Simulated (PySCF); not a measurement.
Computed spin Hamiltonian

Species: C6H10N (doublet state).
Z-matrix (Å and degrees, GFN2-xTB geometry), rows numbered from 1:
```
C 
C   1  1.2838
C   2  1.5459  1  124.83
C   3  1.5301  2  108.59  1  -121.33
C   4  1.5245  3  111.32  2   173.23
N   3  1.4252  2  106.28  1   120.34
C   6  1.2533  3  120.53  2  -106.54
H   1  1.0647  2  139.80  3     0.14
H   2  1.0812  1  123.12  3   179.22
H   3  1.1047  2  108.64  1    -1.14
H   4  1.0920  3  108.92  2    51.87
H   4  1.0908  3  108.26  2   -66.13
H   5  1.0884  4  110.68  3   -60.28
H   5  1.0873  4  110.31  3   179.72
H   5  1.0876  4  110.22  3    59.81
H   7  1.0797  6  118.45  3   178.83
H   7  1.0962  6  124.41  3    -1.25
```

The hyperfine couplings belong to this conformer and change with its torsions.

As a line formula: `[H]/[C]=C\[C@H](CC)N=C` [radical].

Computed, not measured: PySCF, UKS B3LYP, pcH-1 on C H N, non-relativistic, mean-field spin-orbit, GIAO. Geometry: GFN2-xTB, one conformer, isolated molecule. The geometry wasn't refined by DFT: couplings that depend on bond lengths, twists or pyramidal angles can differ widely from those at the functional's own minimum. Stability of the SCF solution: not tested.

```
g1, g2, g3   : 2.00186, 2.00221, 2.00263
g_iso        : 2.00223
Form of g    : rhombic: the two nearest values differ by 45 % of g3 − g1
⟨S²⟩         : 0.7587 (exact 0.7500)
Total energy : -289.30319 Eh
```

Isotropic coupling and dipolar principal values T1 to T3, in G (MHz turned into gauss with g_iso; 10 G = 1 mT):

```tsv
atom	isotope	a_iso	T1	T2	T3	Mulliken spin population
C1	13C	107.0	-28.8	-21.4	50.2	1.03
C2	13C	-6.4	-6.6	0.7	5.8	-0.17
C3	13C	28.5	-3.5	-3.2	6.7	0.08
C4	13C	-1.6	-0.2	-0.2	0.4	0.00
C5	13C	0.8	-0.1	-0.1	0.3	0.00
N6	14N	-0.8	-0.5	0.1	0.4	-0.01
C7	13C	0.9	-0.9	-0.7	1.6	0.03
H8	1H	11.9	-11.5	-2.3	13.8	0.00
H9	1H	40.4	-2.2	-1.8	4.0	0.05
H10	1H	-2.0	-2.3	-0.4	2.7	0.00
H11	1H	0.5	-0.6	-0.4	1.1	0.00
H12	1H	0.1	-0.5	-0.3	0.8	0.00
H13	1H	0.0	-0.3	-0.2	0.5	0.00
H14	1H	0.8	-0.2	-0.1	0.3	0.00
H15	1H	0.0	-0.3	-0.2	0.5	0.00
H16	1H	-0.3	-0.6	-0.2	0.8	0.00
H17	1H	-0.3	-0.5	0.0	0.5	0.00
```

Largest spin populations (Mulliken): C1 (+1.03), C2 (-0.17) and C3 (+0.08). No atom but C1 exceeds +0.15. The positive populations add up to 1.19 and the negative ones to -0.19, together 2S = 1.

Axes: g1 points within 6° of the C1–H8 bond and g2 points within 1° of the C2–C3 bond.

Under fast tumbling the dipolar parts average out, and these isotropic splittings remain: 1 × 1H (H9, I = 1/2, 2 lines) with 4.04 mT, 1 × 1H (H8, I = 1/2, 2 lines) with 1.19 mT, 1 × 1H (H10, I = 1/2, 2 lines) with 0.20 mT, 1 × 14N (N6, I = 1, 3 lines) with 0.08 mT and 1 × 1H (H11, I = 1/2, 2 lines) with 0.05 mT.

The 13C coupling of C1 (299.9 MHz) shows only in satellite lines or after enrichment, since that isotope makes up about 1.07 % of natural carbon.

The spin density at the nucleus, in bohr⁻³, is negative for C2 (-0.0160), N6 (-0.0066) and C4 (-0.0041), for instance. A restricted open-shell determinant has no negative spin density anywhere; here it arises because α and β orbitals differ (spin polarisation).
